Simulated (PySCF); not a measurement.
A structure optimised at PBE-D3(BJ)/def2-SVP, used in a PySCF frequency run:

```
Si
O 1 1.6849
H 2 0.9717 1 115.50
H 1 1.5122 2 109.14 3 16.87
C 1 1.8930 4 114.49 2 -134.41
H 5 1.1069 1 122.68 4 28.38
H 5 1.1106 6 108.49 1 -129.94
C 5 1.5641 6 117.07 7 -126.30
H 8 1.1105 5 109.96 6 -32.50
H 8 1.1108 9 106.76 5 -124.86
C 8 1.5636 9 110.00 10 -124.90
H 11 1.1071 8 116.94 9 32.47
H 11 1.1106 12 108.51 8 -126.14
```

**Question.** Write its SMILES and formula.

**Answer.** O[SiH]1CCC1, C3H8OSi

**Question.** What are its rotational constants (standard atomic weights)?

**Answer.** 7.8170, 3.0045, 2.5206 GHz
